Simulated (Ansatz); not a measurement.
Born–Oppenheimer molecular dynamics of GeH$_{4}$O (6 atoms, charge 0, multiplicity 1). It starts from a relaxed structure.

Theory: Ansatz 0.2.0, RKS r2SCAN-D4/def2-SVP.

```yaml
ensemble: NVE (velocity Verlet)
time_step: 0.5 fs
steps_asked: 100
starting_velocities_drawn_for: 1000 K
seed: 110233
```

First frame:

```xyz
6
Properties=species:S:1:pos:R:3
Ge -0.024 -0.026 -0.029
O 0.020 -0.102 1.756
H -0.866 -0.139 2.137
H 1.450 0.019 -0.434
H -0.767 1.241 -0.497
H -0.721 -1.274 -0.605
```

(1) How far do the bonds stretch over the last three quarters of this one trajectory? (Pairs bonded in most of those frames.)

Results:

(1) 
```json
{"bond": "Ge1–O2", "mean (Å)": "1.818", "spread (Å)": "0.053", "shortest": "1.71", "longest": "1.88"}
{"bond": "Ge1–H4", "mean (Å)": "1.541", "spread (Å)": "0.065", "shortest": "1.44", "longest": "1.63"}
{"bond": "Ge1–H5", "mean (Å)": "1.547", "spread (Å)": "0.019", "shortest": "1.52", "longest": "1.58"}
{"bond": "Ge1–H6", "mean (Å)": "1.545", "spread (Å)": "0.023", "shortest": "1.50", "longest": "1.58"}
{"bond": "O2–H3", "mean (Å)": "0.967", "spread (Å)": "0.017", "shortest": "0.94", "longest": "0.99"}
```

Mean temperature of the second half: 443 K. The conserved energy stayed within 0.3 meV per atom of its start (net change 0.25 meV per atom), so the integration is sound. A run of 0.05 ps of so small a system gives no equilibrium averages.

Time of the run: 3.8 min on 1 thread of Arm Neoverse V2 (shared host), peak memory 0.11 GiB.
